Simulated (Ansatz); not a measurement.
The cluster Li₄ was relaxed with PBE (def2-TZVP) in Ansatz in these states: neutral quintet, neutral singlet, neutral triplet. The geometries follow in no particular order.

A:

```xyz
4

Li   -2.6636   -0.4339   -0.5735
Li    2.6661    0.4310    0.5639
Li   -0.1434    1.2814   -0.3031
Li    0.1409   -1.2784    0.3127
```

B:

```csv
atom,x (Å),y (Å),z (Å)
Li1,1.737,0.211,-0.658
Li2,-0.198,-1.684,0.789
Li3,-0.330,1.315,1.280
Li4,-1.209,0.157,-1.411
```

C:

Cartesian coordinates in Å:
```
Li 0.936 1.432 1.765
Li -1.176 -1.364 -1.673
Li 0.090 1.227 -1.054
Li 0.150 -1.295 0.962
```

Problem. Judge from the bond lengths which geometry belongs to which state (an estimate).

Solution. A is the neutral singlet (Li3–Li4 2.648 Å, Li2–Li3 3.061 Å, Li1–Li3 3.060 Å); B is the neutral quintet (Li3–Li4 3.059 Å, Li2–Li3 3.042 Å, Li1–Li3 3.042 Å); C is the neutral triplet (Li3–Li4 3.230 Å, Li2–Li3 2.950 Å, Li1–Li3 2.950 Å).

At PBE0/def2-TZVP a broken-symmetry singlet lies 1.44 eV below the neutral quintet. At PBE0/def2-TZVP a broken-symmetry singlet lies 0.36 eV below the neutral triplet. These are the stationary points nearest to one start from a short search; other shapes may lie lower in each state.
